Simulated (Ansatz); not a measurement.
`[SiH3][SiH]1O[CH2][AlH]1` and `F[SiH]1O[CH2][AlH]1` differ in one atom or group.

Ansatz, PBE0-D4/def2-TZVP geometries, multiplicity 1. 

```
                                      property  `[SiH3][SiH]1O[CH2][AlH]1`
            HOMO energy (PBE0/def2-TZVPP) / eV                       -6.79
         LUMO energy (ωB97M-V/def2-TZVPP) / eV                       -0.41
           HOMO energy (B3LYP/def2-TZVPP) / eV                       -6.61
         HOMO energy (ωB97M-V/def2-TZVPP) / eV                       -8.72
            LUMO energy (PBE0/def2-TZVPP) / eV                       -2.03
size of the dipole moment (PBE/def2-TZVPP) / D                        1.79
```

Task: Give the same properties after the change, and the shifts. (Estimate.)

Result: The calculation gave: 
```json
{"property": "HOMO energy (PBE0/def2-TZVPP) / eV", "`F[SiH]1O[CH2][AlH]1`": "-7.12", "shift": "-0.33"}
{"property": "LUMO energy (ωB97M-V/def2-TZVPP) / eV", "`F[SiH]1O[CH2][AlH]1`": "-0.53", "shift": "-0.12"}
{"property": "HOMO energy (B3LYP/def2-TZVPP) / eV", "`F[SiH]1O[CH2][AlH]1`": "-6.95", "shift": "-0.34"}
{"property": "HOMO energy (ωB97M-V/def2-TZVPP) / eV", "`F[SiH]1O[CH2][AlH]1`": "-9.13", "shift": "-0.41"}
{"property": "LUMO energy (PBE0/def2-TZVPP) / eV", "`F[SiH]1O[CH2][AlH]1`": "-2.19", "shift": "-0.16"}
{"property": "size of the dipole moment (PBE/def2-TZVPP) / D", "`F[SiH]1O[CH2][AlH]1`": "2.44", "shift": "0.65"}
```

With PBE0 the HOMO falls by 0.33 eV and the LUMO falls by 0.16 eV, so the gap widens by about 0.17 eV. PBE moves the HOMO by -0.24 eV and ωB97M-V by -0.41 eV. Dipoles are sizes alone; their direction can turn.

B3LYP here is the variant with VWN-RPA as its local correlation; programs differ in this.
